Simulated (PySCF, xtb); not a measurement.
C2H10N2OSi, SMILES C[C@@H](N)[Si@H](N)O. The values are those of a single conformer.

Harmonic wavenumbers (cm⁻¹) from GFN2-xTB (xtb) at its own minimum, in rising order: 30, 114, 142, 158, 200, 225, 258, 299, 321, 357, 433, 483, 604, 654, 707, 793, 836, 854, 929, 949, 963, 1009, 1093, 1098, 1166, 1301, 1346, 1410, 1502, 1505, 1527, 1583, 2306, 2922, 2979, 3021, 3046, 3356, 3389, 3479, 3513, 3641.

What does PBE-D3(BJ)/def2-SVP (PySCF) give at its own minimum? (Estimate from the structure and the level; the computed values follow.)

59, 128, 189, 222, 260, 274, 323, 331, 395, 441, 458, 566, 694, 718, 791, 799, 846, 873, 890, 923, 952, 1050, 1078, 1109, 1133, 1238, 1323, 1344, 1409, 1412, 1501, 1581, 2178, 2947, 2962, 3032, 3049, 3369, 3385, 3460, 3475, 3567. Paired by order, the mean absolute difference is 42 cm⁻¹ and the zero-point energies are 80.8 and 81.1 kcal/mol.
